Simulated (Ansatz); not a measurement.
Geometry optimisation, UHF/def2-SVP in Ansatz 0.2.0.

input.yaml

```yaml
crystal:
  periodic: [false, false, false]
  atoms:
    - { symbol: Ge, position_ang: [0.0, 0.0, 0.0] }
    - { symbol: H, position_ang: [0.0, 0.0, 1.8] }
    - { symbol: H, position_ang: [1.4616, 0.0, -0.5162] }
    - { symbol: H, position_ang: [-0.73, 1.2648, -0.5162] }
    - { symbol: H, position_ang: [-0.73, -1.2648, -0.5162] }
    - { symbol: Cl, position_ang: [0.0, 0.0, 3.47] }
magnetization:
  spin_polarized: true
  initial_magnetization: 1
basis:
  gaussian: { orbitals: def2-SVP }
hamiltonian:
  xc: hf
relax:
  f_tol: 0.15
  max_steps: 25
  restrain:
    - { distance: [1, 5], at: 1.37, k: 30.0 }
    - { distance: [0, 1], at: 2.75, k: 30.0 }
```

Launched with:

```bash
$ ansatz run input.yaml --threads 1 --pin off --max-ram 2048MiB --backend cpu --events-out ev --progress --plain --runs-dir out
```

Problem. Where does it end, and by what steps?

Solution. The forces met the threshold. The restraints hold the end off the free minimum. After 6 steps the energy has fallen by 0.716 eV (the restraints' own energy left out); H2 moved furthest, 0.66 Å.

| step | energy less start (eV) | largest force component (eV/Å) | accepted |
| --- | --- | --- | --- |
| 0 | 0.0000 | 0.531 | yes |
| 1 | -0.2387 | 2.615 | yes |
| 2 | -0.5003 | 0.987 | yes |
| 3 | -0.5680 | 1.426 | yes |
| 4 | -0.6832 | 1.625 | yes |
| 5 | -0.7114 | 1.519 | yes |
| 6 | -0.7161 | 1.561 | yes |

```xyz
6
Properties=species:S:1:pos:R:3
Ge 0.000 0.000 -0.296
H 0.000 0.000 2.460
H 1.465 0.000 -0.742
H -0.732 1.268 -0.742
H -0.732 -1.268 -0.742
Cl 0.000 0.000 3.784
```

Time of the run: 12 s on 1 thread of Arm Neoverse V1 (shared host), peak memory 0.16 GiB.
